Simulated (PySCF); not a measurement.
C4F5 (SMILES F[C]1C(F)=C(F)C1(F)F), doublet, at a GFN2-xTB geometry; DF-WB97X/6-31G* run with PySCF.

PySCF was given this input:
```python
from pyscf import gto, scf, dft

mol = gto.M(
    atom='''
F    -0.10508476    2.29887463    0.45842030
C     0.06611296    1.02363900    0.18498420
C     1.14126835    0.20846871   -0.15352017
F     2.41947565    0.44195125   -0.32546097
C     0.36797154   -0.94434736   -0.24337601
F     0.58664635   -2.21091063   -0.52319859
C    -0.89285418   -0.16309237    0.12010420
F    -1.50114293   -0.50648297    1.26906905
F    -1.85489344   -0.10654426   -0.81762460
''',
    basis='6-31g*',
    spin=1,
    verbose=4,
)

mf = dft.UKS(mol)
mf.xc = 'wb97x'
mf.grids.atom_grid = (30, 110)
mf = mf.density_fit(auxbasis='def2-universal-jkfit')
mf.kernel()
```

Task: Write the output that PySCF gives for this input, abridged.

Result: 
```
PySCF version 2.14.0

[INPUT] verbose = 4
[INPUT] num. atoms = 9
[INPUT] num. electrons = 69
[INPUT] charge = 0
[INPUT] spin (= nelec alpha-beta = 2S) = 1
[INPUT] symmetry False subgroup None
[INPUT] Mole.unit = angstrom
[INPUT] Symbol           X                Y                Z      unit          X                Y                Z       unit  Magmom
[INPUT]  1 F     -0.105084760000   2.298874630000   0.458420300000 AA   -0.198581416266   4.344243445411   0.866288816941 Bohr   0.0
[INPUT]  2 C      0.066112960000   1.023639000000   0.184984200000 AA    0.124935387684   1.934397360424   0.349569475372 Bohr   0.0
[INPUT]  3 C      1.141268350000   0.208468710000  -0.153520170000 AA    2.156684616134   0.393948767441  -0.290111075897 Bohr   0.0
[INPUT]  4 F      2.419475650000   0.441951250000  -0.325460970000 AA    4.572146343554   0.835166822909  -0.615032097535 Bohr   0.0
[INPUT]  5 C      0.367971540000  -0.944347360000  -0.243376010000 AA    0.695365432234  -1.784557876856  -0.459914004189 Bohr   0.0
[INPUT]  6 F      0.586646350000  -2.210910630000  -0.523198590000 AA    1.108600933476  -4.178015576590  -0.988702043859 Bohr   0.0
[INPUT]  7 C     -0.892854180000  -0.163092370000   0.120104200000 AA   -1.687249869373  -0.308199912306   0.226964044410 Bohr   0.0
[INPUT]  8 F     -1.501142930000  -0.506482970000   1.269069050000 AA   -2.836749011527  -0.957114100056   2.398192937662 Bohr   0.0
[INPUT]  9 F     -1.854893440000  -0.106544260000  -0.817624600000 AA   -3.505240591852  -0.201339471544  -1.545086566707 Bohr   0.0

nuclear repulsion = 465.461400997297
number of shells = 54
number of NR pGTOs = 243
number of NR cGTOs = 126
basis = 6-31g*
ecp = {}

******** <class 'pyscf.df.df_jk.DFUKS'> ********
method = DFUKS
initial guess = minao
damping factor = 0
level_shift factor = 0
DIIS = <class 'pyscf.scf.diis.CDIIS'>
diis_start_cycle = 1
diis_space = 8
diis_damp = 0
SCF conv_tol = 1e-09
SCF conv_tol_grad = None
SCF max_cycles = 50
direct_scf = False
number electrons alpha = 35  beta = 34
XC library pyscf.dft.libxc version 7.1.2
    S. Lehtola, C. Steigemann, M. J. T. Oliveira, and M. A. L. Marques,  SoftwareX 7, 1–5 (2018)
XC functionals = wb97x
    J.-D. Chai and M. Head-Gordon,  J. Chem. Phys. 128, 084106 (2008)
radial grids:
    Treutler-Ahlrichs [JCP 102, 346 (1995); DOI:10.1063/1.469408] (M4) radial grids

becke partition: Becke, JCP 88, 2547 (1988); DOI:10.1063/1.454033
pruning grids: <function nwchem_prune>
grids dens level: 3
symmetrized grids: False
atomic radii adjust function: <function treutler_atomic_radii_adjust>
User specified grid scheme (30, 110)
small_rho_cutoff = 0
Set gradient conv threshold to 3.16228e-05
tot grids = 22096
******** <class 'pyscf.df.df.DF'> ********
auxbasis = def2-universal-jkfit
Create RSH-DF object <pyscf.df.df.DF object> for omega=0.3
******** <class 'pyscf.df.df.DF'> ********
auxbasis = auxmol.basis = def2-universal-jkfit
init E= -653.21522167579

cycle= 1 E= -651.065603485202  delta_E= 2.15  |g|= 0.818  |ddm|= 2.43
cycle= 2 E= -650.989953909478  delta_E= 0.0756  |g|= 1.01  |ddm|= 1.18
cycle= 3 E= -651.320991166596  delta_E= -0.331  |g|= 0.057  |ddm|= 0.663
cycle= 4 E= -651.322728816307  delta_E= -0.00174  |g|= 0.0276  |ddm|= 0.0609
cycle= 5 E= -651.323253330642  delta_E= -0.000525  |g|= 0.0129  |ddm|= 0.0303
cycle= 6 E= -651.323457932991  delta_E= -0.000205  |g|= 0.00562  |ddm|= 0.019
cycle= 7 E= -651.323557022969  delta_E= -9.91e-05  |g|= 0.00237  |ddm|= 0.0189
cycle= 8 E= -651.323569922711  delta_E= -1.29e-05  |g|= 0.000694  |ddm|= 0.00752
cycle= 9 E= -651.323570718367  delta_E= -7.96e-07  |g|= 0.000251  |ddm|= 0.00194
cycle= 10 E= -651.323570767151  delta_E= -4.88e-08  |g|= 9.02e-05  |ddm|= 0.000397
cycle= 11 E= -651.323570776187  delta_E= -9.04e-09  |g|= 4.39e-05  |ddm|= 0.000198
cycle= 12 E= -651.323570777211  delta_E= -1.02e-09  |g|= 2.56e-05  |ddm|= 5.23e-05
cycle= 13 E= -651.323570777646  delta_E= -4.34e-10  |g|= 9.14e-06  |ddm|= 3.97e-05
Extra cycle  E= -651.323570777673  delta_E= -2.77e-11  |g|= 8.63e-06  |ddm|= 1.35e-05
converged SCF energy = -651.323570777673  <S^2> = 0.79053791  2S+1 = 2.0401352
```
